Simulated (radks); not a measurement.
Spherical quantum dot in the effective-mass picture: electrons in a well V = -V0 / (1 + exp((r - R)/a)) with V0 = 18.9, R = 2.04, a = 0.2, with a point charge +2 (a donor) at the centre, all in effective atomic units (hartree* = m*/eps^2 hartree, bohr* = eps/m* bohr), one dielectric constant everywhere. Method: non-relativistic Kohn-Sham, LDA (Slater exchange, Perdew-Wang correlation), spin-polarised, spherical densities; computed with a radial shooting solver with Libxc functionals. Levels are named by radial order and angular momentum (1s, 1p, 1d, 2s, ...), and open shells are averaged over m. Results are scaled to m* = 0.16 and eps = 16.7, for which hartree* = 15.61 meV and bohr* = 5.523 nm.

N = 7, configuration 1s2 1p(up 3, down 2). This is the lowest configuration that the search found. Occupied and some empty levels:

level,occupation,eigenvalue (meV),<r> (nm)
1s up,1,-233.15,4.447
1s down,1,-232.42,4.429
1p up,3,-204.48,6.491
1p down,2,-203.61,6.496
2s up,0,-184.95,5.890
2s down,0,-184.36,5.905
1d up,0,-178.67,7.320
1d down,0,-177.83,7.328
1f up,0,-149.47,7.907
1f down,0,-148.70,7.915

Energy (meV): total -1784.30, kinetic 219.30, external -2255.5, Hartree 319.00, exchange-correlation -67.116.
